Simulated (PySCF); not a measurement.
All of these have the formula C5H7FSi. Theory: PySCF, TDDFT wB97X-D/def2-SVPD, vertical, gas phase, core orbitals frozen in the response. Geometries: GFN2-xTB; one conformer of each isolated species. Triplets are in the Tamm–Dancoff approximation. 'Strongest' means the level of largest summed f among the lowest 8 singlets; it needn't be the same kind of state in each.

Task: Rank by computed lowest singlet excitation energy, lowest first.
A. `FCC1=CC=C[SiH2]1`
B. `C[Si]1(F)C=CC=C1`
C. `C#C[C@@H]1C[SiH2][C@H]1F`
D. `FCC1=C[SiH2]C=C1`

Result: B (4.13 eV), A (4.28 eV), D (4.49 eV), C (6.44 eV).

```tsv
SMILES	S1 (eV)	f (S1)	LUMO (eV)	f (strongest)	HOMO (eV)	α (au)	S1 mainly
C[Si]1(F)C=CC=C1	4.13	0.047	-0.07	0.08	-8.64	77.5	H→L (98%)
FCC1=CC=C[SiH2]1	4.28	0.082	0.16	0.08	-8.42	81.9	H→L (98%)
FCC1=C[SiH2]C=C1	4.49	0.049	0.24	0.52	-8.61	82.0	H→L (98%)
C#C[C@@H]1C[SiH2][C@H]1F	6.44	0.009	1.42	0.11	-9.46	82.0	H→L (45%)
```

H and L stand for HOMO and LUMO.
